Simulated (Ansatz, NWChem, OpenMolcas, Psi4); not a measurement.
Ligand exchange: CH4O + HOI → CH4O2 + HI

Gas-phase species: CH4O (methanol) `CO`, singlet; HOI (hypoiodous acid) `OI`, singlet; CH4O2 (methanediol) `OCO`, singlet; HI (hydrogen iodide), singlet. The partners trade H for OH: C–H and I–OH bonds give way to C–OH and I–H.

Shapes, held fixed at every level: PBE0-D4/def2-TZVP. Flexible molecules stand in one conformer, not always the lowest. Programs: Ansatz 0.2.0, NWChem 7.3.0, OpenMolcas 26.06, Psi4 1.11. A level may come from different programs for different species; with the same settings they agree closely. The zero-point and thermal change to 298 K, harmonic and unscaled (PBE0-D4/def2-TZVP), is -3.4 kJ/mol.

**The experiment to reproduce.** Tabulated heats of formation (Active Thermochemical Tables): CH4O -200.7; HOI -61.3; CH4O2 -392.6; HI +26.5 kJ/mol, which give ΔH(298 K) = -104.1 kJ/mol.

| level | kind | ΔH (kJ/mol) | computed − measured |
| --- | --- | --- | --- |
| HF/STO-3G | Hartree–Fock | -94.9 | +9.2 |
| HF/3-21G | Hartree–Fock | -106.7 | -2.5 |
| HF/def2-SVP | Hartree–Fock | -160.7 | -56.6 |
| r2SCAN/STO-3G | meta-GGA | -90.1 | +14.0 |
| PBE0/def2-SVP | global hybrid | -147.4 | -43.3 |

Nearest: HF/3-21G (-2.5); farthest: HF/def2-SVP (-56.6). 2 of 5 levels lie within 10 kJ/mol. For atoms past krypton def2 sets carry core potentials with scalar relativity. All-electron rows are non-relativistic unless named.
